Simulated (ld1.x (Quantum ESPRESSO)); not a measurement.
**Configuration tests for Si (Z = 14) (ultrasoft)**

silicon (Si), ultrasoft, made with ld1.x (Quantum ESPRESSO) 7.5 (Wu–Cohen, scalar-relativistic). Core [Ne], reference 3s2 3p2. Waves: 3s (bound): rcut 1.75, rcutus 2.10 bohr; 3s channel at 2.5 Ry: rcut 1.75, rcutus 2.10 bohr; 3p (bound): rcut 1.65, rcutus 2.10 bohr; 3p channel at 0.4 Ry: rcut 1.65, rcutus 2.10 bohr. Local part: all-electron potential smoothed inside 1.60 bohr (lloc = -1). Core correction: none. Augmentation charge: PSQ, inside the norm-conserving radii.

Energies are relative to the spin-unpolarised reference configuration 3s2 3p2; without spin polarisation the order of configurations can differ from experiment.

| valence configuration | charge | ΔE all-electron (eV) | error AE − PS (meV) |
| --- | --- | --- | --- |
| 3s2 3p1 | +1 | 7.717 | +0.5 |
| 3s2 3p0 | +2 | 23.707 | +9.4 |
| 3s1 3p0 | +3 | 57.656 | +48 |
| 3s0 3p4 | 0 | 13.758 | +15 |
| 3s1 3p3 | 0 | 6.806 | +3.4 |
| 3s2 3p2.3 | -0.3 | -0.920 | +0.1 |
| 3s2 3p1.5 | +0.5 | 2.908 | 0.0 |

Levels in the configuration 3s2 3p1.5:

```csv
level,all-electron (eV),pseudo (eV)
3s,-14.701,-14.701
3p,-7.654,-7.653
```
